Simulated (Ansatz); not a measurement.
CH8BFSi2, SMILES `F[SiH2]BC[SiH3]` at its PBE0-D4/def2-TZVP geometry, where that method's forces vanish. Total charge 0; spin multiplicity 1.

| atom | x (Å) | y (Å) | z (Å) |
| --- | --- | --- | --- |
| F1 | 2.138 | 1.710 | -1.978 |
| Si2 | 0.900 | 1.731 | -0.951 |
| B3 | -0.191 | 0.043 | -0.994 |
| C4 | -1.129 | -0.304 | 0.165 |
| Si5 | -0.118 | -1.504 | 1.245 |
| H6 | 0.033 | 2.887 | -1.326 |
| H7 | 1.460 | 2.008 | 0.402 |
| H8 | -0.088 | -0.727 | -1.908 |
| H9 | -1.412 | 0.513 | 0.835 |
| H10 | -2.009 | -0.895 | -0.109 |
| H11 | 1.207 | -0.927 | 1.589 |
| H12 | 0.084 | -2.789 | 0.531 |
| H13 | -0.875 | -1.747 | 2.500 |

Task: For each bond, give half the difference of the two atoms' forces along it (eV/Å; positive pushes the atoms apart) under PBE-D4, r2SCAN-D4, B3LYP-D4, ωB97M-V in def2-TZVPP. (Estimate.)

Result: Ansatz gave: 
| bond | length (Å) | PBE-D4 | r2SCAN-D4 | B3LYP-D4 | ωB97M-V |
| --- | --- | --- | --- | --- | --- |
| F1–Si2 | 1.609 | 0.52 | 0.03 | 0.21 | 0.19 |
| Si2–B3 | 2.010 | -0.21 | -0.04 | 0.01 | 0.01 |
| Si2–H6 | 1.493 | 0.08 | 0.00 | -0.10 | -0.17 |
| Si2–H7 | 1.491 | 0.07 | -0.01 | -0.10 | -0.15 |
| B3–C4 | 1.531 | -0.04 | 0.04 | 0.07 | 0.11 |
| B3–H8 | 1.200 | 0.09 | -0.02 | -0.14 | -0.14 |
| C4–Si5 | 1.904 | 0.08 | 0.03 | 0.13 | 0.07 |
| C4–H9 | 1.094 | 0.11 | -0.01 | -0.04 | -0.05 |
| C4–H10 | 1.095 | 0.12 | -0.02 | -0.05 | -0.06 |
| Si5–H11 | 1.486 | 0.05 | -0.02 | -0.08 | -0.09 |
| Si5–H12 | 1.484 | 0.06 | -0.03 | -0.08 | -0.11 |
| Si5–H13 | 1.485 | 0.09 | -0.02 | -0.11 | -0.14 |

B3LYP here is the variant with VWN-RPA as its local correlation; programs differ in this.
